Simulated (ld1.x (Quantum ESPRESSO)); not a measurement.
# Configuration tests for lead (Pb) (TM)

* Element: lead
* Generator: ld1.x (Quantum ESPRESSO) 7.5
* Type: norm-conserving Troullier–Martins (Kleinman–Bylander form)
* Functional: PBEsol
* Relativity: scalar-relativistic
* Frozen core: [Xe] 4f14 5d10
* Valence charge: 4
* Reference configuration: 6s2 6p2
* Partial waves: 6s (bound): rc 1.80 bohr; 6p (bound): rc 2.70 bohr; 6d channel at 0.35 Ry: rc 2.90 bohr
* Local potential: the d channel
* Core correction: a·sin(br)/r model core, default radius (core density twice the valence density)

Energies are relative to the spin-unpolarised reference configuration 6s2 6p2; without spin polarisation the order of configurations can differ from experiment.

Task: Give the all-electron excitation energy and the error of the potential for: 6s2 6p1; 6s2 6p0; 6s1 6p0; 6s2 6p1.5; 6s0 6p4; 6s1 6p2; 6s1 6p3.

Result:

```csv
valence configuration,charge,ΔE all-electron (eV),error AE − PS (meV)
6s2 6p1,+1,6.598,-34
6s2 6p0,+2,20.045,-170
6s1 6p0,+3,52.524,-753
6s2 6p1.5,+0.5,2.503,-7.4
6s0 6p4,0,17.906,-235
6s1 6p2,+1,16.176,-164
6s1 6p3,0,8.771,-59
```

Note: ghost states, extra bound levels that the all-electron valence spectrum of the same l lacks: s at -192.5 eV, p at -48.2 eV. A true bound ghost makes a file unfit for plane-wave use.
